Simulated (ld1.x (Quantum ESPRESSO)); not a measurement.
Reading a pseudo-wave (I)

Columns: radius, all-electron u(r) and pseudo u(r) of the 5p shell (level -7.51 eV) of iodine in the configuration [Kr] 4d10 5s1.5 5p5.5; LDA (PZ), scalar-relativistic, PAW scheme, ld1.x (Quantum ESPRESSO) 7.5.

| r (bohr) | all-electron | pseudo |
| --- | --- | --- |
| 0.115 | 0.0160 | -0.0084 |
| 0.230 | -0.2206 | -0.0332 |
| 0.345 | -0.0396 | -0.0730 |
| 0.460 | 0.2102 | -0.1255 |
| 0.575 | 0.3339 | -0.1879 |
| 0.690 | 0.3177 | -0.2569 |
| 0.805 | 0.2086 | -0.3291 |
| 0.920 | 0.0557 | -0.4011 |
| 1.035 | -0.1066 | -0.4698 |
| 1.150 | -0.2582 | -0.5326 |
| 1.265 | -0.3891 | -0.5875 |
| 1.380 | -0.4959 | -0.6332 |
| 1.495 | -0.5785 | -0.6692 |
| 1.610 | -0.6390 | -0.6954 |
| 1.725 | -0.6800 | -0.7123 |
| 1.840 | -0.7044 | -0.7210 |
| 1.955 | -0.7153 | -0.7223 |
| 2.070 | -0.7152 | -0.7172 |
| 2.185 | -0.7064 | -0.7066 |
| 2.300 | -0.6908 | -0.6908 |
| 2.415 | -0.6703 | -0.6703 |
| 2.530 | -0.6460 | -0.6460 |
| 2.645 | -0.6192 | -0.6192 |
| 2.760 | -0.5907 | -0.5907 |
| 2.875 | -0.5613 | -0.5613 |
| 2.990 | -0.5315 | -0.5315 |

(1) How many radial nodes do the two functions have?

(2) At about which radius was the pseudo-wave matched?

(3) Where does each function peak?

(4) Is the pseudo-wave norm-conserving?

## Answers

(1) The all-electron 5p function has n − l − 1 = 3; the pseudo-wave has 0, since the states of the same l below it are removed with the core.

(2) 2.30 bohr, where the columns begin to agree (steps of 0.12 bohr).

(3) Outermost all-electron maximum near 1.96 bohr, pseudo maximum near 1.96 bohr (to the table’s step).

(4) No, it belongs to a PAW set: the norm inside the radius is not constrained, and the difference is carried by the augmentation charge.
